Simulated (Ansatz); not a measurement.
CH6FOSbSi (`C[O][Sb]([F])[SiH3]`), relaxed with RKS PBE-D4/def2-SVP in Ansatz from a rough embedded geometry. The force threshold is 0.03 eV/Å; the program also tests the step.

Total charge 0; spin multiplicity 1. Sb: def2 effective core potential.

Start:

```xyz
11

C    -0.458    0.784   -1.726
O     0.124   -0.414   -1.385
Sb    1.504    0.053   -0.004
F     2.253   -1.730    0.081
Si   -0.083   -0.438    1.882
H     0.225    1.492   -2.228
H    -1.257    0.566   -2.531
H    -1.005    1.294   -0.906
H    -0.803   -1.707    1.648
H    -1.117    0.634    1.994
H     0.617   -0.534    3.175
```

| step | energy (eV) | largest force (eV/Å) | largest move (Å) |
| --- | --- | --- | --- |
| 1 | -20296.4733 | 2.192 | 0.000 |
| 2 | -20296.6958 | 0.574 | 0.198 |
| 3 | -20296.7372 | 0.267 | 0.063 |
| 4 | -20296.7558 | 0.238 | 0.139 |
| 5 | -20296.7708 | 0.604 | 0.174 |
| 6 | -20296.7887 | 0.731 | 0.144 |
| 7 | -20296.8107 | 0.567 | 0.130 |
| 8 | -20296.8347 | 0.400 | 0.200 |
| 9 | -20296.8616 | 0.134 | 0.200 |
| 10 | -20296.8696 | 0.109 | 0.081 |
| 11 (rejected) | -20296.8681 | 0.384 | 0.195 |
| 12 | -20296.8759 | 0.089 | 0.098 |
| 13 | -20296.8805 | 0.104 | 0.100 |
| 14 | -20296.8819 | 0.120 | 0.071 |
| 15 | -20296.8847 | 0.116 | 0.042 |
| 16 | -20296.8872 | 0.047 | 0.044 |
| 17 | -20296.8901 | 0.108 | 0.093 |
| 18 | -20296.8918 | 0.156 | 0.060 |
| 19 | -20296.8939 | 0.097 | 0.031 |
| 20 | -20296.8965 | 0.070 | 0.075 |
| 21 (rejected) | -20296.8959 | 0.218 | 0.113 |
| 22 | -20296.8985 | 0.032 | 0.056 |
| 23 | -20296.8989 | 0.153 | 0.098 |
| 24 | -20296.8996 | 0.046 | 0.016 |
| 25 | -20296.9002 | 0.016 | 0.025 |

End:

```xyz
11

C    -0.451    0.871   -2.075
O    -0.416    0.446   -0.723
Sb    1.360    0.251    0.217
F     1.797   -1.609   -0.299
Si   -0.017   -0.606    2.273
H     0.356    1.598   -2.339
H    -0.374    0.012   -2.780
H    -1.425    1.374   -2.258
H    -0.974   -1.649    1.774
H    -0.770    0.526    2.920
H     0.914   -1.213    3.290
```

It took 42 s on 4 threads of an Intel Xeon Platinum 8488C on a shared host, with 0.2 GiB of host memory at the peak.
